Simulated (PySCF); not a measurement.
Species: C6H12O2S.
Atom-mapped SMILES: `[O:1]=[S:2]1(=[O:3])[CH2:4][CH2:5][CH2:6][CH2:7][CH2:8][CH2:9]1` (hydrogens: H10, H11 on C4; H12, H13 on C5; H14, H15 on C6; H16, H17 on C7; H18, H19 on C8; H20, H21 on C9)

The same species was optimised twice, with GFN2-xTB and with PBE0-D3(BJ)/def2-SVP (PySCF), and the same property calculations (PySCF, gas phase) were run on both structures.

```json
{"coordinate": "S2–C9 (Å)", "GFN2-xTB": "1.825", "PBE0-D3(BJ)/def2-SVP": "1.798", "change": "-0.027"}
{"coordinate": "O1=S2 (Å)", "GFN2-xTB": "1.440", "PBE0-D3(BJ)/def2-SVP": "1.463", "change": "+0.023"}
{"coordinate": "S2=O3 (Å)", "GFN2-xTB": "1.440", "PBE0-D3(BJ)/def2-SVP": "1.463", "change": "+0.023"}
{"coordinate": "S2–C4 (Å)", "GFN2-xTB": "1.825", "PBE0-D3(BJ)/def2-SVP": "1.802", "change": "-0.023"}
{"coordinate": "C4–C5 (Å)", "GFN2-xTB": "1.516", "PBE0-D3(BJ)/def2-SVP": "1.520", "change": "+0.004"}
{"coordinate": "C8–C9 (Å)", "GFN2-xTB": "1.516", "PBE0-D3(BJ)/def2-SVP": "1.520", "change": "+0.004"}
{"coordinate": "C7–C8 (Å)", "GFN2-xTB": "1.530", "PBE0-D3(BJ)/def2-SVP": "1.527", "change": "-0.003"}
{"coordinate": "C6–C7 (Å)", "GFN2-xTB": "1.528", "PBE0-D3(BJ)/def2-SVP": "1.526", "change": "-0.002"}
{"coordinate": "C5–C6 (Å)", "GFN2-xTB": "1.530", "PBE0-D3(BJ)/def2-SVP": "1.528", "change": "-0.002"}
{"coordinate": "S2–C4–C5 (°)", "GFN2-xTB": "112.2", "PBE0-D3(BJ)/def2-SVP": "116.3", "change": "+4.1"}
{"coordinate": "S2–C9–C8 (°)", "GFN2-xTB": "112.2", "PBE0-D3(BJ)/def2-SVP": "115.9", "change": "+3.7"}
{"coordinate": "O1–S2–O3 (°)", "GFN2-xTB": "117.6", "PBE0-D3(BJ)/def2-SVP": "120.6", "change": "+3.0"}
{"coordinate": "C5–C6–C7 (°)", "GFN2-xTB": "115.5", "PBE0-D3(BJ)/def2-SVP": "117.5", "change": "+2.0"}
{"coordinate": "C6–C7–C8 (°)", "GFN2-xTB": "115.5", "PBE0-D3(BJ)/def2-SVP": "117.4", "change": "+1.9"}
{"coordinate": "C4–S2–C9 (°)", "GFN2-xTB": "108.6", "PBE0-D3(BJ)/def2-SVP": "107.2", "change": "-1.4"}
{"coordinate": "C4–C5–C6 (°)", "GFN2-xTB": "113.3", "PBE0-D3(BJ)/def2-SVP": "114.3", "change": "+1.0"}
{"coordinate": "O3–S2–C9 (°)", "GFN2-xTB": "107.2", "PBE0-D3(BJ)/def2-SVP": "106.4", "change": "-0.8"}
```

Rotational constants: A = 2286, B = 1185, C = 977.2 MHz (GFN2-xTB) against A = 2249, B = 1169, C = 966.9 MHz (PBE0-D3(BJ)/def2-SVP).

On the GFN2-xTB structure: HOMO (eV) -7.92 [PBE0/pcSseg-1]; LUMO (eV) 0.74 [PBE0/pcSseg-1]; dipole (D) 5.34 [PBE0/pcSseg-1]; GIAO shielding of O1/O3 (mean) (ppm) 117.5 [PBE0/pcSseg-1]; GIAO shielding of S2 (ppm) 174.6 [PBE0/pcSseg-1]; GIAO shielding of C4/C9 (mean) (ppm) 121.0 [PBE0/pcSseg-1]; GIAO shielding of C5/C8 (mean) (ppm) 163.1 [PBE0/pcSseg-1]; GIAO shielding of C6/C7 (mean) (ppm) 151.4 [PBE0/pcSseg-1].

**Question.** What do these properties become on the PBE0-D3(BJ)/def2-SVP structure?

**Answer.** 
```csv
property,level,on GFN2-xTB,on PBE0-D3(BJ)/def2-SVP,change
HOMO (eV),PBE0/pcSseg-1,-7.92,-7.95,-0.03
LUMO (eV),PBE0/pcSseg-1,0.74,0.74,0.00
dipole (D),PBE0/pcSseg-1,5.34,5.36,+0.02
"energy, GFN2-xTB geometry as zero (kcal/mol)",PBE0/pcSseg-1,0.0,-3.7,-3.7
GIAO shielding of O1/O3 (mean) (ppm),PBE0/pcSseg-1,117.5,109.4,-8.1
GIAO shielding of S2 (ppm),PBE0/pcSseg-1,174.6,172.3,-2.3
GIAO shielding of C4/C9 (mean) (ppm),PBE0/pcSseg-1,121.0,121.4,+0.4
GIAO shielding of C5/C8 (mean) (ppm),PBE0/pcSseg-1,163.1,161.6,-1.5
GIAO shielding of C6/C7 (mean) (ppm),PBE0/pcSseg-1,151.4,151.2,-0.2
```

The heavy atoms differ by 0.045 Å rms after alignment. Among bonds between heavy atoms S2–C9 changes most (-0.027 Å). Changes are differences of the printed values. Neither structure is proved a minimum here.
